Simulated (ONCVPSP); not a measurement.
Potentials for Zr compared

Generated with ld1.x 7.5 (TM, RRKJ, ultrasoft, PAW), atompaw 4.2 or ONCVPSP 4.0.1. The cutoff is in Ry: for ld1.x and atompaw files where the sum of valence levels is converged to 10 mRy in a Bessel basis, for ONCV files where the hardest occupied wave has 1 mHa per electron of residual kinetic energy. The error is the largest all-electron minus pseudo excitation energy over each file’s own four to seven test configurations (ionisations up to +4, promotions, holes and added fractions of an electron), all of which were solved. The labels leave out finer settings (local radius, basis sizes, second energies), which also bear on the numbers. Spin-polarised tests are not counted. The rows are a selection from randomly drawn settings: files with unsolved tests, undetermined cutoffs or missed reference levels are left out.

A true bound ghost makes a file unfit for plane-wave use even where its test errors are small: the radial tests pick states by their node count and pass the ghost by.

```tsv
potential	cutoff (Ry)	largest error (meV)	bound ghosts
ONCV, PBE, scalar-relativistic, rc 3.40/1.55/1.80 (spd), local smoothed, core correction yes, reference 4p6 4d2 5s2, qcut 2.4/5.6/5.3, projectors 2/3/3	29	+103	s
ONCV, PBE, fully relativistic, rc 3.10/2.70/2.30 (spd), local smoothed, core correction yes, reference 4d2.5 5s1.5, qcut 2/2.9/5.6, projectors 2/2/2	24	-294	p3/2, p1/2
ONCV, PBEsol, fully relativistic, rc 2.20/2.30/1.85 (spd), local d, core correction no, reference 4s2 4p6 4d2 5s1.5, qcut 7.6/10.1/8.1, projectors 2/2/0	43	-2.2	none
ONCV, PBE, scalar-relativistic, rc 2.35/1.90/1.75 (spd), local d, core correction yes, reference 4s2 4p6 4d2 5s1.75 5p0.25, qcut 6.7/6.3/5.2, projectors 2/2/0	27	-8.8	none
ONCV, PBEsol, scalar-relativistic, rc 3.15/3.20/2.50 (spd), local smoothed, core correction yes, reference 4d3 5s1, qcut 1.9/2.6/5.9, projectors 2/2/2	23	-275	none
ONCV, PBE, scalar-relativistic, rc 1.75/1.30/1.90 (spd), local smoothed, core correction yes, reference 4s2 4p6 4d2 5s2, qcut 8/5.3/5.9, projectors 2/2/2	135	-4.1	none
ONCV, PBE, fully relativistic, rc 1.95/1.90/2.95 (spd), local smoothed, core correction yes, reference 4s2 4p6 4d2 5s0.5, qcut 5.6/8.8/4.4, projectors 3/3/2	41	+411	none
```

(1) Fill in the row for Zr: ONCV, PBEsol, scalar-relativistic, rc 2.10/1.85/2.80/2.30 (spdf), local smoothed, core correction no, reference 4s2 4p6 4d2 5s2, qcut 7.1/9.3/6.4/5.5, projectors 2/3/1/1.

(2) Fill in the row for Zr: ONCV, PBE, scalar-relativistic, rc 1.80/1.80/2.80 (spd), local smoothed, core correction no, reference 4s2 4p6 4d2 5s2, qcut 8.4/7.4/6.5, projectors 3/2/2.

Answers

(1) cutoff 45 Ry, largest error +11 meV, bound ghosts: none.

(2) cutoff 42 Ry, largest error +11 meV, bound ghosts: none.
